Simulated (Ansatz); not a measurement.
Isolated molecules relaxed with PBE0-D4/def2-TZVP in Ansatz; ΔE leaves out vibrations. CBS: MP2 limit from def2 TZ/QZ plus the TZ coupled-cluster correction, frozen cores. This one scheme is used for every species. DFT in def2-TZVPP. B3LYP here is the variant with VWN-RPA as its local correlation; programs differ in this. For Ge outer-core shells are correlated without core-valence functions, which leaves a few kJ/mol of doubt a bond. Scalar relativity is left out up to krypton. One conformer a species, not always the lowest.

Reaction (ligand exchange at the Si–O bond): `CO[SiH2]N` + `[OH][GeH3]` → `N[SiH2][O][GeH3]` + CH₃OH

```csv
level,ΔE (kJ/mol),difference from CCSD(T)/CBS
PBE-D4,-9.3,4.3
r2SCAN-D4,-11.2,2.4
PBE0-D4,-12.0,1.6
B3LYP-D4,-11.8,1.8
ωB97X-V,-11.6,2.0
ωB97M-V,-11.2,2.4
B2PLYP,-12.0,1.6
PBE,-9.0,4.6
r2SCAN,-11.1,2.5
PBE0,-11.5,2.1
B3LYP,-11.1,2.5
HF/def2-TZVPP,-18.1,-4.5
MP2/def2-TZVPP,-13.0,0.6
SCS-MP2/def2-TZVPP,-14.0,-0.4
CCSD/def2-TZVPP,-14.7,-1.1
CCSD(T)/def2-TZVPP,-14.0,-0.4
HF/def2-QZVPP,-18.6,-5.0
MP2/def2-QZVPP,-12.9,0.7
SCS-MP2/def2-QZVPP,-13.9,-0.3
HF/CBS(def2),-18.6,-5.0
MP2/CBS(def2),-12.6,1.0
CCSD/CBS(def2),-14.3,-0.7
CCSD(T)/CBS,-13.6,0
```

Largest T1 diagnostic among the species: 0.012.

In def2-TZVPP, CCSD(T) changes the Hartree–Fock value by +4.0 kJ/mol (the triples alone add +0.7 kJ/mol) and MP2 by +5.1 kJ/mol.
